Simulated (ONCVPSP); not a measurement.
**lanthanum: one change to an ONCV potential, before and after**

```json
{"Element": "La (Z = 57)", "Generator": "ONCVPSP 4.0.1", "Type": "optimised norm-conserving Vanderbilt (ONCV)", "Functional": "PBE", "Relativity": "scalar-relativistic", "Frozen core": "[Kr] 4d10", "Valence charge": "11", "Reference configuration": "5s2 5p6 5d1 6s1.75 (charge +0.25)", "Partial waves": "5s+6s: rc 2.55 bohr, ncon 4, nbas 7, qcut 4.4 1/bohr, 2 projectors; 5p: rc 1.90 bohr, ncon 5, nbas 7, qcut 3.9 1/bohr, 1 projector; 5d: rc 4.00 bohr, ncon 4, nbas 8, qcut 4.2 1/bohr, 2 projectors, debl 3.7 Ha; f scattering state at 0.06 Ha: rc 3.90 bohr, ncon 5, nbas 8, qcut 2.5 1/bohr, 1 projector", "Local potential": "polynomial inside 1.35 bohr (lpopt 2, dvloc0 0 Ha)", "Core correction": "Teter function, fcfact 4.5, rcfact 1.4"}
```

In the f channel the program set the typed energies aside and used -0.209 Ha.

All-electron outer shells of the reference configuration (PBE, scalar-relativistic, ld1.x):

```csv
shell,level (eV),outermost node (bohr),outermost maximum (bohr)
5s,-40.28,0.77,1.41
5p,-23.75,0.83,1.58
6s,-4.79,1.86,3.79
5d,-4.36,0.95,2.21
```

Change: all radii but the core radius scaled by about 0.80 (s 2.04, p 1.52, d 3.20, f 3.12 bohr); local potential polynomial inside 1.08 bohr (lpopt 2, dvloc0 0 Ha).

Cutoffs: the cutoffs (Ha) at which the residual kinetic energy of the hardest occupied pseudo-wave falls to 1 and 0.1 mHa per electron; they do not see the model core or the augmentation charge, which bear on the density cutoff. Errors are all-electron minus pseudo energies relative to the spin-unpolarised reference configuration.

**Question.** How do hardness, ghosts and transferability respond?

**Answer.** The potential gets harder (29 Ha and 36 Ha → 56 Ha and 64 Ha); the lowest positive-energy flag moves from f at 63.7 eV to s at 9.9 eV; of the 4 tests that both files solve, the error grows in 0 and shrinks in 3 by more than 15 % and 0.3 meV (median size 7.9 → 1.5 meV); neither file shows a bound ghost. A smaller radius makes the pseudo-wave follow the all-electron one further in, where it bends more sharply, so more plane waves are needed. Less of the atom is replaced, so other configurations are described better.

| quantity | base | changed |
| --- | --- | --- |
| cutoff, loose | 29 Ha | 56 Ha |
| cutoff, tight | 36 Ha | 64 Ha |
| loose cutoff by channel | s 7.0 Ha, p 29 Ha, d 5.0 Ha | s 9.9 Ha, p 56 Ha, d 5.7 Ha |
| bound ghosts | none | none |
| GHOST(+) flags under 300 eV | f at 63.7 eV, s at 63.9 eV, d at 88.4 eV | s at 9.9 eV, p at 25.1 eV, f at 76.9 eV |
| error for 5s2 5p6 5d1 6s2, meV [ΔE -1.06 eV] | -0.1 | +0.2 |
| error for 5s2 5p6 5d1 6s1, meV [ΔE 4.91 eV] | -6.3 | -1.1 |
| error for 5s2 5p6 5d1 6s0, meV [ΔE 15.80 eV] | -48 | -4.9 |
| error for 5s2 5p6 5d0 6s2, meV [ΔE 5.33 eV] | +9.6 | -2.0 |
| rms error of d²Exc/dni dnj with the model core, mHa | 1.54 | 1.13 |
